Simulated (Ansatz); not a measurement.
Reaction (cleavage of the Si–Sn bond): `[F][Sn]([SiH3])([Cl])[Cl]` + `C[N](C)[Y]([OH])[OH]` → `C[N](C)[Y]([OH])[O][SiH3]` + `[F][SnH]([Cl])[Cl]`

Computed with Ansatz on PBE0-D4/def2-TZVP structures; ΔE is electronic, products minus reactants. CCSD(T)/CBS adds triple-zeta CCSD(T) − MP2 to the extrapolated MP2 energy (def2 sets, frozen cores). DFT in def2-TZVPP. Elements past krypton have def2 core potentials. For Sn, Y outer-core shells are correlated without core-valence functions, which leaves a few kJ/mol of doubt a bond. One conformer a species, not always the lowest.

| species | r2SCAN0 energy (Eh) |
| --- | --- |
| `[F][Sn]([SiH3])([Cl])[Cl]` | -1525.95800 |
| `C[N](C)[Y]([OH])[OH]` | -324.61975 |
| `C[N](C)[Y]([OH])[O][SiH3]` | -615.33572 |
| `[F][SnH]([Cl])[Cl]` | -1235.26806 |

Work out ΔE.

ΔE = (-615.33572) + (-1235.26806) − (-1525.95800) − (-324.61975) = -0.02603 Eh = -68.3 kJ/mol. CCSD(T)/CBS gives -67.6 kJ/mol.

Largest T1 diagnostic among the species: 0.014.

From r2SCAN to r2SCAN0 (25 % exact exchange), in def2-TZVPP and without D4, ΔE moves by −3.5 kJ/mol. In def2-TZVPP, CCSD(T) changes the Hartree–Fock value by +22.1 kJ/mol (the triples alone add +2.7 kJ/mol) and MP2 by +23.6 kJ/mol.
